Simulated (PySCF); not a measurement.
Mg(OH)(SMe) (CH₄MgOS), SMILES [Mg]([OH])[S]C. Atoms are numbered in the order given.

```xyz
8

Mg     0.1302    -1.0377     0.0000
O     -0.2989    -2.7437     0.0000
H     -0.4406    -3.6839     0.0000
S      0.6775     1.1985     0.0000
C     -0.9541     2.0335     0.0000
H     -1.5439     1.7970    -0.8969
H     -0.7592     3.1148     0.0000
H     -1.5439     1.7970     0.8969
```

Geometry optimised at PBE0-D3(BJ)/def2-SVP. The values are those of a single conformer.

The numbers are results of PySCF with B3LYP/pcJ-1, not measurements.

Isotropic couplings with Fermi-contact, spin-dipole and both spin-orbit terms, one fixed conformer, no vibrational averaging. Isotopes: 13C, 1H.

```csv
pair,bonds apart,J (Hz)
C5–H6,1,___
C5–H7,1,___
C5–H8,1,___
H6–H7,2,-13.7
H6–H8,2,-9.8
H7–H8,2,-13.7
```

Problem. What belongs in the gaps? (The exact figures need the calculation; the answer reports its results.)

Solution. 
- C5–H6, J (Hz): 146.3
- C5–H7, J (Hz): 148.0
- C5–H8, J (Hz): 146.3
